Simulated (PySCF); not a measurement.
Bond length, frequency and bond energy of RuO⁻ by level of theory

State: ⁴Δ (quartet), unpaired electrons π ↑↑, δ ↑. Set-up: Ru def2-TZVPPD with ECP28, O def2-TZVPPD; scalar-relativistic core potentials (PySCF 2.14). De refers to Ru (4d7 5s1) + O⁻ in their high-spin ground configurations, without counterpoise correction. The functionals are run spin-unrestricted. A positive dipole points towards O; it is taken about the centre of mass and depends on that origin.

| Level | Re (Å) | ωe (cm⁻¹) | De (eV) | μ (D) | CPU s a point (SCF and correlation, without the integrals) |
| --- | --- | --- | --- | --- | --- |
| ROHF-MP2 | 1.706 | 943 | n/a | n/a | 2.7 |
| ROHF-SCS-MP2 | 1.713 | 915 | n/a | n/a | n/a |
| ROHF-CCSD | 1.712 | 900 | n/a | n/a | n/a |
| ROHF-CCSD(T) | 1.725 | 880 | n/a | n/a | 330 |
| LDA | 1.700 | 911 | 6.60 | -1.38 | 1.5 |
| PBE | 1.724 | 861 | 5.36 | -1.49 | 3.4 |
| revPBE | 1.730 | 848 | 4.98 | -1.48 | 2.6 |
| r²SCAN | 1.712 | 894 | 5.11 | -1.36 | 8.3 |
| B3LYP | 1.722 | 874 | 4.60 | -1.82 | 6.2 |
| PBE0 | 1.705 | 902 | 4.52 | -1.62 | 6.7 |
| MN15 | 1.698 | 932 | 5.04 | -1.29 | 4.6 |
| BHandHLYP | 1.707 | 887 | n/a | -2.01 | 5.2 |
| CAM-B3LYP | 1.708 | 901 | 4.46 | -1.98 | 5.8 |

The bond length runs from 1.698 Å (MN15) to 1.730 Å (revPBE). De spans 4.46 eV (CAM-B3LYP, range-separated hybrid) to 6.60 eV (LDA, local density).

Correlated steps freeze 1 core orbital. The metal atom is held in its measured ground configuration; semilocal functionals can put another filling of s and d lower by some tenths of an eV, and De to that atom would be smaller. Spin–orbit coupling is left out, which matters for elements this heavy, above all for dissociation energies. For an ion De counts to the pair picked by the measured ionisation energies or electron affinities, which need not be the lowest pair at this level. The highest Kohn–Sham level is positive in this anion. Much of that is self-interaction error, but it also means that the finite basis helps to hold the extra electron. The CCSD T1 diagnostic is raised, a sign that a single reference may not be enough here. With d or f electrons several states lie close, and the lowest PBE0 determinant need not be the measured ground state.

The whole job (state search and all levels along the bond) took about 31 min on 2 threads of Arm Neoverse V2 (shared host), peak memory 4.5 GiB.
